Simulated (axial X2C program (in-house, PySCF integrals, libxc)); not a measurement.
## Spin–orbit effects along a row: molecules with Li, HF

Computed with an in-house relativistic program for diatomic molecules, spin-free (one-electron X2C) or two-component (2c: spin–orbit coupling with atomic mean-field Coulomb and Gaunt terms, which also bring small scalar terms), in Dyall basis sets with cores contracted in-house; open shells are unrestricted.

Basis sets: As dyall-cv3z, Br dyall-v3z, Ca dyall-cv3z, Co dyall-cv3z, Cr dyall-cv3z, Cu dyall-cv3z, Ga dyall-cv3z, Ge dyall-cv3z, K dyall-cv3z, Li dyall-cv3z, Li dyall-v3z, Mn dyall-cv3z, Ni dyall-cv3z, V dyall-cv3z.

| molecule | spin-free state | Re (Å) | ωe (cm⁻¹) | De (eV) | 2c state | Re 2c (Å) | ωe 2c (cm⁻¹) | De 2c (eV) |
| --- | --- | --- | --- | --- | --- | --- | --- | --- |
| LiK | M_S = 0, Λ = 0 | 3.504 | 199.4 | n/a | Ω = 0 | 3.504 | 199.4 | n/a |
| LiCa | M_S = 1/2, Λ = 0 | 3.633 | 149.5 | 0.12 | Ω = 1/2 | 3.633 | 149.4 | 0.12 |
| LiV | M_S = 2, Λ = 2 | 3.020 | 165.2 | -0.23 | Ω = 4 | 3.022 | 164.8 | n/a |
| LiCr | M_S = 5/2, Λ = 0 | 3.135 | 139.4 | 0.11 | Ω = 5/2 | 3.136 | 139.3 | 0.11 |
| LiMn | M_S = 3, Λ = 0 | 3.224 | 154.0 | 0.08 | Ω = 3 | 3.225 | 153.7 | 0.08 |
| LiCo | M_S = 1, Λ = 2 | 2.661 | 234.0 | -1.62 | Ω = 3 | 2.661 | 233.8 | n/a |
| LiNi | M_S = 1/2, Λ = 2 | 2.469 | 295.8 | -1.19 | Ω = 5/2 | 2.469 | 295.5 | -1.23 |
| LiCu | M_S = 0, Λ = 0 | 2.471 | 318.4 | n/a | Ω = 0 | 2.472 | 318.3 | n/a |
| LiGa | M_S = 0, Λ = 0 | 2.907 | 285.7 | 0.05 | Ω = 0 | 2.904 | 284.7 | n/a |
| LiGe | M_S = 3/2, Λ = 0 | 2.429 | 400.1 | 1.19 | Ω = 3/2 | 2.430 | 399.4 | n/a |
| LiAs | M_S = 1, Λ = 0 | 2.441 | 439.2 | 0.65 | Ω = 1 | 2.440 | 438.7 | 0.65 |
| LiBr | M_S = 0, Λ = 0 | 2.191 | 558.8 | 3.25 | Ω = 0 | 2.192 | 558.2 | 3.09 |

Work out the shifts from the spin-free to the two-component result.



| molecule | 2c state | ΔRe (Å) | Δωe (cm⁻¹) | ΔDe (eV) |
| --- | --- | --- | --- | --- |
| LiK | Ω = 0 | 0.000 | 0.0 | n/a |
| LiCa | Ω = 1/2 | 0.000 | -0.1 | 0.00 |
| LiV | Ω = 4 | 0.002 | -0.4 | n/a |
| LiCr | Ω = 5/2 | 0.001 | -0.1 | 0.00 |
| LiMn | Ω = 3 | 0.001 | -0.3 | 0.00 |
| LiCo | Ω = 3 | 0.000 | -0.2 | n/a |
| LiNi | Ω = 5/2 | 0.000 | -0.3 | -0.04 |
| LiCu | Ω = 0 | 0.001 | -0.1 | n/a |
| LiGa | Ω = 0 | -0.003 | -1.0 | n/a |
| LiGe | Ω = 3/2 | 0.001 | -0.7 | n/a |
| LiAs | Ω = 1 | -0.001 | -0.5 | 0.00 |
| LiBr | Ω = 0 | 0.001 | -0.6 | -0.16 |

Shifts of one unit in the last digit are rounding.

Each entry is the lowest single determinant of a limited PBE0 search at one distance. De goes to single-determinant-based atoms at the same level (for ions the charge split of lowest energy) and is withheld (n/a) where an atom does not fit its ground term or J level. Main or longest-lived isotopes. One determinant is a doubtful description, or other states lie close, for LiCa, LiV, LiCr, LiMn, LiCo, LiNi, LiGa, LiGe, LiAs; these need not be ground states, and all values refer to the states named. Some open-shell Ω = 0 determinants are out of reach, so the Ω given for LiV, LiMn, LiAs need not be the lowest component. With several unpaired electrons the Ω given is that of one determinant, not necessarily of the lowest component.
